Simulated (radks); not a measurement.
Values are calculated unless marked as measured or tabulated.
Task: The table gives one normalised radial function P(r) = r R(r) of Sb7+ in [Kr] 4d8 (r in bohr). Code: a radial shooting solver on a logarithmic mesh with Libxc functionals. Model: scalar-relativistic Kohn-Sham, BLYP, spin-polarised, spherical densities, point nucleus; open shells are filled with parallel spins first (spin-orbit coupling, left out, can overturn this in heavy ions).

| r | P |
|---|---|
| 0.004009 | 0.0001 |
| 0.004557 | 0.0002 |
| 0.005179 | 0.0003 |
| 0.005886 | 0.0004 |
| 0.00669 | 0.0005 |
| 0.007665 | 0.0008 |
| 0.008711 | 0.0011 |
| 0.009901 | 0.0016 |
| 0.01125 | 0.0022 |
| 0.01279 | 0.0032 |
| 0.01454 | 0.0045 |
| 0.01652 | 0.0063 |
| 0.01878 | 0.0088 |
| 0.02134 | 0.0124 |
| 0.02426 | 0.0172 |
| 0.02757 | 0.0238 |
| 0.03133 | 0.0326 |
| 0.03561 | 0.0445 |
| 0.04047 | 0.0601 |
| 0.046 | 0.0805 |
| 0.05228 | 0.1066 |
| 0.05942 | 0.1394 |
| 0.06753 | 0.1797 |
| 0.07676 | 0.2281 |
| 0.08724 | 0.2844 |
| 0.09915 | 0.3474 |
| 0.1127 | 0.4147 |
| 0.1281 | 0.4819 |
| 0.1456 | 0.5430 |
| 0.1654 | 0.5899 |
| 0.188 | 0.6131 |
| 0.2137 | 0.6025 |
| 0.2429 | 0.5486 |
| 0.2761 | 0.4447 |
| 0.3138 | 0.2888 |
| 0.3566 | 0.0854 |
| 0.4053 | -0.1539 |
| 0.4643 | -0.4262 |
| 0.5278 | -0.6738 |
| 0.5998 | -0.8867 |
| 0.6817 | -1.0412 |
| 0.7748 | -1.1205 |
| 0.8806 | -1.1191 |
| 1.001 | -1.0443 |
| 1.138 | -0.9125 |
| 1.293 | -0.7461 |
| 1.469 | -0.5689 |
| 1.67 | -0.4023 |
| 1.898 | -0.2618 |
| 2.157 | -0.1554 |
| 2.452 | -0.0830 |
| 2.787 | -0.0391 |
| 3.167 | -0.0159 |

Which n and l does it have? It may be an empty orbital.

Result: n = 4, l = 2: the number of nodes gives n - l - 1 = 1, the rise at small r (about r^(l+1), flatter next to the nucleus through relativity) gives l, and the extent must fit the shell. The curve is that of 4d down; the table hardly tells the two spins apart. 4d down: eigenvalue -130.26 eV, 1 radial node at r = 0.374 bohr, <r> = 0.953 bohr, 90 % of the charge inside 1.44 bohr.
